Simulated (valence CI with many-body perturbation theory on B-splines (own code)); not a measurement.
## Missing levels of Ge27+

Calculated by relativistic CI+MBPT: three valence electrons over a frozen Dirac-Fock core [He], a basis of 11 s, 11 p, 10 d, 8 f, 5 g, 2 h functions for each j, with the one-electron correlation potential Σ1, the two-electron term Σ2, the three-electron term Σ3, Breit, model QED; selected CI, second order for the rest, scaled by the run's own slope (own B-spline code, finite nucleus).

The last digits are not significant, and no measured levels were compared; by estimate large intervals hold to a few tenths of a per cent, small ones and those within an open d or f shell to about a per cent.

| Level | E (cm⁻¹) |
| --- | --- |
| 2s2 2p 2P°_1/2 | 0 |
| 2s2 2p 2P°_3/2 | ? |
| 2s 2p2 4P_1/2 | ? |
| 2s 2p2 4P_3/2 | 740750 |
| 2s 2p2 4P_5/2 | 845770 |
| 2s 2p2 2D_3/2 | ? |
| 2s 2p2 2P_1/2 | 1196600 |
| 2s 2p2 2D_5/2 | 1209200 |
| 2s 2p2 2S_1/2 | 1511500 |
| 2s 2p2 2P_3/2 | ? |
| 2p3 4S°_3/2 | 1805500 |
| 2p3 2D°_3/2 | 2034900 |
| 2p3 2D°_5/2 | 2108600 |
| 2p3 2P°_1/2 | ? |
| 2p3 2P°_3/2 | 2486200 |
| 2s2 3s 2S_1/2 | 13005000 |
| 2s2 3p 2P°_1/2 | 13237000 |
| 2s2 3p 2P°_3/2 | ? |
| 2s 2p 3s 4P°_1/2 | 13465000 |
| 2s 2p 3s 4P°_3/2 | 13525000 |

Names give the largest LS component (configuration and term), which can be under half, so a name can repeat, a term be missing and a line seem to break the LS rules; names also repeat where a configuration has a term twice.

Task: The levels stand in rising order. What does the calculation give for the missing energies?

Result: 2s2 2p 2P°_3/2 294470; 2s 2p2 4P_1/2 572860; 2s 2p2 2D_3/2 1101000; 2s 2p2 2P_3/2 1523600; 2p3 2P°_1/2 2286700; 2s2 3p 2P°_3/2 13320000.
